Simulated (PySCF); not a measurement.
## Orbital energies, ionisation energy and electron affinity

Species: (GeH3)2PPF2, F2Ge2H6P2.
SMILES with atom numbers: `[F:1][P:2]([F:3])[P:4]([GeH3:5])[GeH3:6]` (hydrogens: H7, H8, H9 on Ge5; H10, H11, H12 on Ge6)

Cartesian coordinates in Å at the PBE0-D3(BJ)/def2-SVP level; atoms count from 1:
```
atom  x, y, z in Å
F1     2.6823   -1.3536    1.1672
P2     1.0684   -1.3208    1.2023
F3     0.7894   -2.8117    0.6361
P4     0.7308   -0.2628   -0.7333
Ge5   -1.5591   -0.7122   -0.6690
Ge6    0.6311    1.8659    0.2180
H7    -2.2967    0.4852   -1.2880
H8    -2.0347   -0.9215    0.7833
H9    -1.8129   -1.9853   -1.4857
H10    0.0605    1.8171    1.6493
H11   -0.2727    2.7281   -0.6762
H12    2.0544    2.4427    0.2464
```

Level: CAM-B3LYP/def2-SVPD (PySCF). Frontier orbitals with their largest atomic shares (Löwdin; up to four atoms above 4 %):

| orbital | ε (eV) | main atoms |
| --- | --- | --- |
| HOMO−3 | -11.27 | Ge6 18 %, Ge5 16 %, P2 12 %, H11 11 % |
| HOMO−2 | -10.07 | P4 35 %, Ge6 20 %, Ge5 18 %, H12 9 % |
| HOMO−1 | -9.46 | P4 38 %, P2 17 %, Ge5 10 %, Ge6 9 % |
| HOMO | -8.47 | ? |
| LUMO | -0.08 | P2 28 %, Ge5 13 %, P4 12 %, Ge6 11 % |
| LUMO+1 | -0.02 | P2 26 %, P4 26 %, Ge6 14 %, Ge5 11 % |
| LUMO+2 | 0.62 | Ge6 27 %, P4 25 %, Ge5 12 %, H10 9 % |

**Question.** What vertical ionisation energy does ΔSCF give, and how far is −ε(HOMO) from it?

**Answer.** ΔSCF: 9.08 eV (876 kJ/mol; threshold wavelength 137 nm); ⟨S²⟩ of the doublet left behind is 0.768, against 0.75 for a pure doublet. −ε(HOMO) is 8.47 eV, 0.61 eV below it. In exact Kohn–Sham theory the two would be equal; CAM-B3LYP (range-separated hybrid) falls short of its own ΔSCF value by 7 %.

**Question.** On which atoms does the HOMO lie?

**Answer.** P4 (three-coordinate phosphorus) 46 %, P2 (three-coordinate phosphorus) 31 %, F3 (phosphorus-bound fluorine) 5 %, F1 (phosphorus-bound fluorine) 5 %. The HOMO−1 lies 0.99 eV lower.

**Question.** And the vertical electron affinity, the fundamental gap, Mulliken's electronegativity and the hardness (with the factor ½)?

**Answer.** EA = -0.50 eV by ΔSCF (−ε(LUMO) = 0.08 eV); a negative value means that the added electron isn't bound at this geometry and level, and the number then depends on the basis. IE − EA = 9.58 eV against an orbital gap of 8.39 eV; (IE + EA)/2 = 4.29 eV; (IE − EA)/2 = 4.79 eV. Parr's electrophilicity index (IE + EA)²/[8(IE − EA)] is 0.96 eV.

**Question.** Shift the occupied levels rigidly so that −ε(HOMO) equals the ΔSCF value. What binding energies result?

**Answer.** The shift is +0.61 eV: HOMO 9.08, HOMO−1 10.07, HOMO−2 10.68, HOMO−3 11.88 eV. A rigid shift is only a rough guide to the deeper ionisations.

**Question.** What total energies stand behind the ΔSCF value?

**Answer.** E(N) = -5039.39831 Eh and E(N − 1) = -5039.06477 Eh at the same geometry, 0.33354 Eh apart. With one more electron, E(N + 1) = -5039.38002 Eh.

**Question.** What kinetic energy would electrons from this vertical process carry with Lyman-α light (10.199 eV)?

**Answer.** 10.20 − 9.08 = 1.12 eV.

**Question.** How many of the 10 lowest singlet excitations (vertical TDDFT, same level) lie below the ionisation energy?

**Answer.** All 10; they run from 4.92 to 6.99 eV.

Isolated species at its PBE0-D3(BJ)/def2-SVP geometry (one conformer only). The calculation is non-relativistic, for germanium too.
